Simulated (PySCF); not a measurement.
C₃H₆GeO, SMILES C#CC[O][GeH3].

Coordinates come from a TPSSh-D3(BJ)/def2-SVP optimisation. The structure was generated by enumeration, and PubChem lists no compound with its InChIKey, so it may never have been made. The values are those of a single conformer.

Method: PBE0/def2-TZVP in PySCF.

Symmetry labels are those of the subgroup Cs that the program uses (full group Cs).

Computed valence orbital energies around the gap with their symmetry:
```json
[
 {"orbital": "HOMO−7", "symmetry": "A\"", "energy (eV)": "-13.24"},
 {"orbital": "HOMO−6", "symmetry": "A'", "energy (eV)": "-12.78"},
 {"orbital": "HOMO−5", "symmetry": "A\"", "energy (eV)": "-10.20"},
 {"orbital": "HOMO−4", "symmetry": "A'", "energy (eV)": "-10.13"},
 {"orbital": "HOMO−3", "symmetry": "A'", "energy (eV)": "-9.07"},
 {"orbital": "HOMO−2", "symmetry": "A\"", "energy (eV)": "-8.35"},
 {"orbital": "HOMO−1", "symmetry": "A'", "energy (eV)": "-8.04"},
 {"orbital": "HOMO", "symmetry": "A\"", "energy (eV)": "-7.59"},
 {"orbital": "LUMO", "symmetry": "A'", "energy (eV)": "-0.22"},
 {"orbital": "LUMO+1", "symmetry": "A'", "energy (eV)": "0.84"},
 {"orbital": "LUMO+2", "symmetry": "A\"", "energy (eV)": "1.10"},
 {"orbital": "LUMO+3", "symmetry": "A'", "energy (eV)": "1.41"}
]
```
